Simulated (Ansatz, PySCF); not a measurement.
CH4ClFO2Si, SMILES O[Si](OC)(F)Cl. Atoms are numbered in the order given.

```xyz
10

C     -2.1750    -0.4480     1.0497
O     -1.2425     0.5461     0.7040
Si     0.2776     0.3094     0.1925
O      1.1772    -0.3478     1.3875
F      0.8564     1.7391    -0.2451
Cl     0.3264    -0.8897    -1.4697
H     -1.8609    -0.9944     1.9544
H     -2.3138    -1.1724     0.2292
H     -3.1392     0.0389     1.2516
H      2.0655    -0.6505     1.1777
```
Charge 0, spin multiplicity 1.

The structure is a stationary point at PBE0-D3(BJ)/def2-SVP. Other conformers were not sampled.

Two levels are set side by side: PBE-D3(BJ)/def2-SVP (Ansatz, an electronic-structure program) and PBE0-D3(BJ)/def2-SVP (Ansatz). Each level has its own optimised geometry; the coordinates shown are those of the second. Frequencies come from the Hessian of PySCF at each geometry. Differences are taken from unrounded values.

```csv
quantity,PBE0-D3(BJ),PBE-D3(BJ),PBE-D3(BJ) minus PBE0-D3(BJ)
mean bond length (Å),1.398,1.412,0.014
bond C1–O2 (Å),1.406,1.420,0.014
bond O2–Si3 (Å),1.621,1.640,0.019
bond Si3–O4 (Å),1.634,1.652,0.018
bond Si3–F5 (Å),1.603,1.619,0.016
bond Si3–Cl6 (Å),2.050,2.068,0.017
bond C1–H7 (Å),1.103,1.112,0.009
bond C1–H8 (Å),1.103,1.112,0.009
bond C1–H9 (Å),1.099,1.108,0.009
bond O4–H10 (Å),0.962,0.973,0.011
highest harmonic wavenumber (cm⁻¹),3940,3771,-169
mean harmonic wavenumber (cm⁻¹),1141,1100,-41
zero-point energy (kcal/mol),39.13,37.73,-1.41
```

GGA bonds tend to be longer and softer than those of functionals with exact exchange. Differences between two approximate levels are no errors against the true value.
